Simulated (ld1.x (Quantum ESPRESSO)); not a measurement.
ytterbium (Yb): excitation energies, all-electron against RRKJ

ld1.x (Quantum ESPRESSO) 7.5 input, shortened:

```
&input
   title='Yb', zed=70., rel=1, dft='PBE', iswitch=3,
   config='[Xe] 4f13 5d1 6s1.5 6p0.5'
 /
 &inputp
   pseudotype=2, tm=.false., rho0=0.005, lloc=0,
   nlcc=.true., rcore=2.25
 /
3
6P  2  1   0.50   0.00  3.35  3.35  0.0
5D  3  2   1.00   0.00  3.10  3.10  0.0
6S  1  0   1.50   0.00  3.10  3.10  0.0
 &test
   configts(1)='5d1 6s1.5 6p0.5'
 /
```

Energies are relative to the spin-unpolarised reference configuration 5d1 6s1.5 6p0.5; without spin polarisation the order of configurations can differ from experiment.

| valence configuration | charge | ΔE all-electron (eV) | error AE − PS (meV) |
| --- | --- | --- | --- |
| 5d1 6s2 6p0 | 0 | -1.642 | -0.7 |
| 5d1 6s0 6p0 | +2 | 18.719 | -43 |
| 5d1 6s0 6p2 | 0 | 5.211 | -18 |
| 5d1 6s0 6p1 | +1 | 9.758 | -16 |
| 5d2 6s1 6p0 | 0 | 1.180 | -28 |

(1) What are ΔE and the potential's error for 5d1 6s1 6p0?

(2) What are ΔE and the potential's error for 5d1 6s1.5 6p0?

Levels in the configuration 5d1 6s0 6p1:

```
level  all-electron (eV)  pseudo (eV)
   5d             -9.046       -9.107
   6p             -6.685       -6.687
```

Answers

(1) ΔE = 5.614 eV all-electron; the error (AE − PS) is -4.8 meV.

(2) ΔE = 1.298 eV all-electron; the error (AE − PS) is -1.5 meV.
